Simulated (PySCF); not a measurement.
Polarisability and C₆ of Li⁺ (lithium, charge +1)

1s2, closed-shell 1S. All numbers are calculated (PySCF 2.14, scalar relativity by spin-free X2C-1e, in aug-cc-pCVTZ-DK with one added diffuse shell each of s, p, d, f type (8s7p5d3f, 75 functions)). Coupled (time-dependent) response in atomic units; α is the mean over directions.

```json
{"method": "UHF", "mean α (bohr³)": "0.1673", "C₆ (like pair)": "0.06394", "S(−4)": "0.02196"}
{"method": "PBE", "mean α (bohr³)": "0.1856", "C₆ (like pair)": "0.07244", "S(−4)": "0.02950"}
{"method": "PBE0", "mean α (bohr³)": "0.1800", "C₆ (like pair)": "0.06987", "S(−4)": "0.02703"}
```

S(−4) is the Cauchy moment in α(ω) = α(0) + S(−4) ω² + …

α(iu) at PBE:

```tsv
u (hartree)	α(iu) (bohr³)
0	0.1856
0.0500	0.1855
0.100	0.1853
0.200	0.1844
0.300	0.1829
0.500	0.1785
0.750	0.1706
1.00	0.1609
1.50	0.1394
2.00	0.1188
3.00	0.08616
5.00	0.04889
```

A single London oscillator, α(iu) = α/(1 + u²/ω²), gives C₆ = (3/4) ω α². Matching the computed C₆ needs ω = 4 × 0.07244 / (3 × 0.1856²) = 2.80 hartree.

For an ion, C₆ is the dispersion term alone; charge-induced terms of lower order in 1/R come first.
